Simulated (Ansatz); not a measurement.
The cluster Ge₃H₅⁻, 8 atoms. Hardware: 4 threads of Arm Neoverse V1 on a shared host.

The 6-31G sets use Cartesian d functions. Correlated methods freeze 27 core orbitals; core or outer-core shells of Ge are correlated, in sets that lack core-valence functions.

(1) How many basis functions does each of these Ansatz runs have, and roughly what does it cost? r2SCAN-D4/def2-TZVPD, charge -1 triplet at the geometry of the charge -1 singlet, energy, from earlier orbitals; ωB97X-V/def2-TZVPD, charge -1 singlet, energy, from earlier orbitals; r2SCAN0-D4/def2-TZVPD, charge -1 singlet, energy, from earlier orbitals; LC-ωPBE/def2-TZVPD, charge -1 singlet, energy, from earlier orbitals; PBE-D4/def2-TZVPD, charge -1 triplet at the geometry of the charge -1 singlet, energy, from earlier orbitals; PBE0-D4/def2-TZVPD, charge 0 doublet at the geometry of the charge -1 singlet, energy, from earlier orbitals; MP2/def2-TZVPD, charge -1 singlet, energy, from earlier orbitals; r2SCAN-D4/def2-TZVPD, charge 0 doublet at the geometry of the charge -1 singlet, energy, from earlier orbitals; HF/STO-3G, charge -1 singlet, energy; PBE-D4/def2-SVPD, charge -1 singlet, relaxation, 8 steps; BLYP-D4/def2-TZVPD, charge -1 singlet, energy, from earlier orbitals; HF/6-31G, charge -1 singlet, energy.

## Answers

(1) Other jobs shared the machine, so times can vary by a factor of up to 3. A dash marks memory too small to be measured apart from the calling script's.

```tsv
run	functions	fitting or Cholesky vectors	wall time	peak host memory (GiB)
HF/STO-3G, charge -1 singlet, energy	59	606	0.3 s	–
HF/6-31G, charge -1 singlet, energy	97	910	0.85 s	–
BLYP-D4/def2-TZVPD, charge -1 singlet, energy, from earlier orbitals	207	1374	3.8 s	–
LC-ωPBE/def2-TZVPD, charge -1 singlet, energy, from earlier orbitals	207	1374	4.3 s	–
PBE-D4/def2-TZVPD, charge -1 triplet at the geometry of the charge -1 singlet, energy, from earlier orbitals	207	1374	6 s	–
MP2/def2-TZVPD, charge -1 singlet, energy, from earlier orbitals	207	1426	6.5 s	0.69
r2SCAN0-D4/def2-TZVPD, charge -1 singlet, energy, from earlier orbitals	207	1533	8.5 s	0.81
PBE0-D4/def2-TZVPD, charge 0 doublet at the geometry of the charge -1 singlet, energy, from earlier orbitals	207	1533	11 s	1
ωB97X-V/def2-TZVPD, charge -1 singlet, energy, from earlier orbitals	207	1497	13 s	0.94
PBE-D4/def2-SVPD, charge -1 singlet, relaxation, 8 steps	154	1547	13 s	–
r2SCAN-D4/def2-TZVPD, charge 0 doublet at the geometry of the charge -1 singlet, energy, from earlier orbitals	207	1374	14 s	–
r2SCAN-D4/def2-TZVPD, charge -1 triplet at the geometry of the charge -1 singlet, energy, from earlier orbitals	207	1374	15 s	–
```
